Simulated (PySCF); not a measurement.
C₆ coefficients of unlike pairs at PBE0

Calculated with PySCF 2.14 from the dipole response of each species, C₆(A,B) = (3/π) ∫ α_A(iu) α_B(iu) du, in atomic units, from isotropic polarisabilities. For ions this is the dispersion term alone; charge-induced terms of lower order in 1/R come first.

```
species                configuration                                                               basis      relativity  α (bohr³)  C₆ (like pair)
     Be                [He] 2s2 (1S)                                         aug-cc-pVQZ-DK (6s5p4d3f2g)   spin-free X2C      42.95           258.0
     C⁺            [He] 2s2 2p1 (2P)                                          aug-cc-pwCVQZ (9s8p6d4f2g)            none      6.077           14.56
     Bi  [Xe] 4f14 5d10 6s2 6p3 (4S)  def2-TZVPPD with the def2 core potential (60 electrons) (7s5p4d2f)  core potential      51.85           624.2
    Ne⁺            [He] 2s2 2p5 (2P)                                              aug-cc-pVTZ (5s4p3d2f)            none      1.329           2.358
```

Question: Estimate C₆ for C⁺ with Be.

Answer: The integral gives 53.78. The combination rule 2 C_A C_B / (C_A α_B/α_A + C_B α_A/α_B) gives 53.90 and the geometric mean 61.29.

No spin-orbit coupling is included, so Bi, close to jj coupling, stand for model states.

The other pairs:

```tsv
pair	C₆
Ne⁺, Bi	30.00
Ne⁺, C⁺	5.050
Bi, Be	384.1
Bi, C⁺	93.21
Ne⁺, Be	14.72
```
